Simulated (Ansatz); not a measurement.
Geometry optimisation, Ansatz 0.2.0, RKS B3LYP/def2-SVP.

Input file:

```yaml
crystal:
  periodic: [false, false, false]
  atoms:
    - { symbol: Ge, position_ang: [0.333094, 0.179811, -0.263185] }
    - { symbol: F, position_ang: [-0.976685, 0.204972, 2.310669] }
    - { symbol: O, position_ang: [1.120139, -0.033862, -1.825251] }
    - { symbol: H, position_ang: [1.685693, -0.818046, -1.850901] }
    - { symbol: O, position_ang: [-1.111275, 1.137286, -0.563943] }
    - { symbol: H, position_ang: [-1.238479, 1.247193, -1.517608] }
    - { symbol: O, position_ang: [0.102855, -1.422511, 0.417974] }
    - { symbol: H, position_ang: [-0.334935, -1.337231, 1.280114] }
    - { symbol: Cl, position_ang: [1.644455, 1.37283, 1.057412] }
    - { symbol: H, position_ang: [-0.332861, 0.813958, 2.591219] }
basis:
  gaussian: { orbitals: def2-SVP }
hamiltonian:
  xc: b3lyp
relax:
  f_tol: 0.03
  max_steps: 50
```

Launched with:

```bash
$ ansatz run input.yaml --threads 4 --pin off --max-ram 5120MiB --backend cpu --events-out ev --progress --plain --runs-dir out
```

Question: Where does it end, and by what steps?

Answer: It converged. The force dipped under the threshold on the way, but the program's further checks kept it going. After 15 steps the energy has fallen by 0.109 eV; F2 moved furthest, 0.65 Å.

```csv
step,energy less start (eV),largest force component (eV/Å),accepted
0,0.0000,0.290,yes
1,0.0332,1.949,no
2,-0.0379,0.472,yes
3,-0.0573,0.649,yes
4,-0.0774,0.459,yes
5,-0.0926,0.154,yes
6,-0.1015,0.125,yes
7,-0.1034,0.247,yes
8,-0.0884,0.801,no
9,-0.1047,0.279,yes
10,-0.1051,0.288,yes
11,-0.0410,1.997,no
12,-0.1082,0.040,yes
13,-0.1088,0.013,yes
14,-0.1075,0.294,no
15,-0.1086,0.026,yes
```

```xyz
10
Properties=species:S:1:pos:R:3
Ge 0.270 0.280 -0.390
F -0.674 -0.089 2.809
O 1.274 -0.070 -1.788
H 1.793 -0.880 -1.673
O -1.050 1.322 -0.897
H -1.374 1.088 -1.779
O -0.170 -1.243 0.360
H -0.488 -1.105 1.273
Cl 1.328 1.489 1.108
H -0.016 0.554 2.614
```

Whether the end is a true minimum wasn't checked by a vibrational analysis.

Run time: 46 s on 4 threads of Arm Neoverse V1 (shared host), peak memory 0.35 GiB.
